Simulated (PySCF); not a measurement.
CH3Si, SMILES C=[SiH] (connectivity only; charge and spin as stated), charge +1, multiplicity 1.

The structure is a stationary point at r2SCAN-D4/def2-TZVP. A frequency run showed that this geometry is not a minimum. The spin state was assumed, not searched. The isomer is the one that the SMILES or the coordinates give; other isomers of the formula were not compared.

These are r2SCAN-D4/def2-TZVP run with PySCF values and carry that method's errors.

Frequencies are harmonic and unscaled.

Task: Estimate the vibrational spectrum. (An estimate is asked for; the answer gives what the named calculation found.)

Result: 
| mode | ν (cm⁻¹) | IR (km/mol) | moving atoms (share of kinetic energy) |
|---|---|---|---|
| 1 | 342i | 0.5 | H 77 %, C 13 %, Si 10 % |
| 2 | 352 | 0.9 | H 96 % |
| 3 | 686 | 45.5 | H 74 %, C 16 %, Si 10 % |
| 4 | 732 | 53.6 | H 87 %, C 13 % |
| 5 | 1037 | 0.1 | C 52 %, Si 30 %, H 18 % |
| 6 | 1269 | 17.4 | H 84 %, C 15 % |
| 7 | 2277 | 48.5 | H 96 % |
| 8 | 3104 | 97.3 | H 95 % |
| 9 | 3205 | 102.4 | H 90 %, C 10 % |
